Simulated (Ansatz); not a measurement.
The cluster Li7H7⁻. Charge -1, multiplicity 2. Geometry PBE-D4/def2-TZVP, that of the neutral singlet; atoms count from 1.

Cartesian coordinates in Å:
```
Li -2.181 0.361 0.920
Li 1.654 -1.276 -0.543
Li -0.790 1.943 -0.446
Li 0.696 1.023 1.295
Li -0.237 -1.846 1.085
Li -1.451 -1.188 -0.945
Li 2.205 1.280 -1.322
H -1.007 1.611 1.352
H 0.063 -2.112 -0.706
H -1.847 0.585 -0.944
H 2.688 -0.298 -1.536
H 0.986 1.976 -0.336
H -1.924 -1.363 0.894
H 1.144 -0.695 1.231
```

The highest occupied level of the charge -1 doublet lies above zero (up to 0.78 eV). Energy differences put its binding near zero (0.09 eV; vertical, to the charge 0 singlet, at PBE0-D4/def2-TZVPD), which leaves it undecided. The structure comes from a short search, and lower isomers may exist.

**Question.** Estimate the Mulliken populations from the PBE0/def2-TZVPD orbitals of Ansatz.

**Answer.** 
| atom | charge (e) | spin (α − β) |
| --- | --- | --- |
| Li1 | 0.62 | 0.13 |
| Li2 | 0.55 | 0.15 |
| Li3 | 0.62 | 0.13 |
| Li4 | 0.63 | 0.17 |
| Li5 | 0.74 | 0.01 |
| Li6 | 0.64 | 0.15 |
| Li7 | 0.62 | 0.19 |
| H8 | -0.79 | 0.01 |
| H9 | -0.79 | 0.01 |
| H10 | -0.75 | 0.01 |
| H11 | -0.73 | 0.00 |
| H12 | -0.81 | 0.02 |
| H13 | -0.79 | 0.01 |
| H14 | -0.77 | 0.01 |
Mulliken values and Mayer orders depend strongly on the basis. With diffuse functions, as here, like atoms can get unlike values, and bond orders can come out too low or too high.

**Question.** Where does the spin sit?

**Answer.** Summed by element: Li 0.93, H 0.07, of 1 unpaired in all. Largest on single atoms: Li7 0.19, Li4 0.17, Li2 0.15.
